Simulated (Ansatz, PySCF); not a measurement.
C2H3BrF2, SMILES CC(F)(F)Br.

Coordinates come from a PBE0-D3(BJ)/def2-SVP optimisation.

Vertical ionisation energy (IE) and electron affinity (EA) in eV. Rows of orbital energies are one-electron estimates. Where ΔSCF, EOM or ADC give a negative EA the extra electron is unbound and the value depends on the basis.

```
level                                                                        IE     EA
------------------------------------------------------------------------  -----  -----
−ε(HOMO), −ε(LUMO), M06-2X/def2-TZVP (PySCF)                               9.84  -0.46
−ε(HOMO), −ε(LUMO), PBE/def2-TZVP (PySCF)                                  7.18   1.47
ΔSCF, CAM-B3LYP/def2-SVPD (Ansatz), final states of multiplicity 2 and 2  11.25  -1.00
ΔSCF, PBE/def2-SVPD (Ansatz), final states of multiplicity 2 and 2        10.94  -0.87
```

Problem. What vertical singlet–triplet gap does ΔSCF give with CAM-B3LYP/def2-SVPD (Ansatz, a quantum-chemistry and plane-wave program) and with PBE/def2-SVPD (Ansatz)? (The exact figures need the calculation; the answer reports its results.)

Solution. 5.67 and 5.63 eV (triplet above singlet where positive).
